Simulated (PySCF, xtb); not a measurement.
oxetane-3-carbaldehyde (C₄H₆O₂), SMILES O=CC1COC1. The values are those of a single conformer.

Harmonic wavenumbers (cm⁻¹) from GFN2-xTB (xtb) at its own minimum, in rising order: 50, 88, 316, 325, 460, 789, 868, 878, 919, 1022, 1038, 1080, 1098, 1109, 1120, 1151, 1191, 1249, 1251, 1283, 1378, 1467, 1476, 1792, 2765, 2929, 2929, 2955, 2957, 3004.

What does ωB97X-D3(BJ)/def2-SVP (PySCF) give at its own minimum? (Estimate from the structure and the level; the computed values follow.)

66, 82, 328, 334, 471, 845, 880, 895, 954, 1009, 1103, 1107, 1121, 1171, 1182, 1203, 1255, 1324, 1326, 1405, 1432, 1506, 1533, 1898, 2917, 3054, 3064, 3118, 3119, 3163. Paired by order, the mean absolute difference is 65 cm⁻¹ and the zero-point energies are 58.5 and 61.3 kcal/mol.
